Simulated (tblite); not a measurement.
Species: C5H8F2.
Numbering: `[CH3:1]/[CH:2]=[CH:3]\[CH2:4][CH:5]([F:6])[F:7]` (hydrogens: H8, H9, H10 on C1; H11 on C2; H12 on C3; H13, H14 on C4; H15 on C5)

Computed with GFN2-xTB (tblite), gas phase: nudged elastic band of 9 images (0 to 8), spring 0.2 eV/Å², climbing image at the end, force threshold 0.05 eV/Å. The top image wasn't refined or checked by frequencies; at this threshold it can lie a kcal/mol or more above the true saddle point of the method.

The band describes a rotation about C4–C5 (allylic carbon, CHF2 carbon), followed by the dihedral C3–C4–C5–F7, from the optimised start (-66°) to a second optimised geometry at 60°.

Task: Give the energy profile along the converged band.

Result: 
```csv
image,dihedral (°),E (kcal/mol),C4–C5 (Å),C3···F7 (Å),largest true force (eV/Å)
0,-66,0.00,1.523,2.93,0.01
1,-50,0.51,1.525,2.77,0.06
2,-34,1.61,1.530,2.67,0.08
3,-18,2.73,1.535,2.61,0.07
4,-1,3.27,1.537,2.59,0.05
5,15,3.00,1.535,2.60,0.05
6,30,2.14,1.531,2.66,0.06
7,46,1.26,1.527,2.75,0.05
8,60,0.90,1.525,2.88,0.01
```

Barriers of this band. The top is image 4 at -1°: 3.27 kcal/mol forward and 2.37 kcal/mol back; the end lies 0.90 kcal/mol above the start. The central bond is 0.014 Å longer at the top than at the start.

Task: What rate follows at 298 K for crossing this barrier forward?

Result: Taking the electronic barrier for the free energy of activation (no zero-point or entropy terms, transmission 1), rate = (kT/h)·exp(−ΔE/kT) ≈ 2 × 10^10 s⁻¹, whose inverse is 4 × 10^-11 s. An error of 1 kcal/mol in the barrier changes this by a factor of 5, and the method and the loose band can each miss by that much or more.

Task: How would the two end points share their population at 298 K, from these energies alone?

Result: exp(−ΔE/kT) with ΔE = 0.039 eV gives 0.22 for the higher one (end) against 1 for the lower, without vibrational, rotational or degeneracy terms. GFN2-xTB can put conformers this close in the wrong order.

What follows is the cost of the whole band run. On one thread, Intel Xeon Platinum 8488C (x86_64), no GPU, shared host with 192 logical CPUs at a one-minute load of 36, this took 2.1 s of wall time and 0.18 GiB of memory at its peak.
